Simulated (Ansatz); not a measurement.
```xyz
9

C    -0.123    0.351   -1.736
S    -0.808   -0.779   -0.480
Al    0.249   -0.081    1.286
O    -0.011   -0.799    2.793
H     0.590    1.054   -1.304
H     0.380   -0.239   -2.502
H    -0.941    0.908   -2.189
H     1.275    1.108    1.173
H    -0.612   -1.523    2.959
```

The species carries charge 0 and has multiplicity 1.

(1) List the PBE0/def2-TZVPP orbital energies in eV (Ansatz). (Best estimate.)

Results:

(1) Ansatz gave: Occupied: -2422.02, -1527.94, -522.26, -279.05, -217.36, -161.20, -161.08, -161.04, -113.80, -73.90, -73.76, -73.72, -27.30, -21.62, -17.65, -14.25, -12.51, -12.15, -10.89, -9.88, -9.58, -9.39, -8.06, -7.14. Lowest empty: -0.49, -0.01, 0.35, 1.67, 2.13, 2.62, 2.96, 3.04.
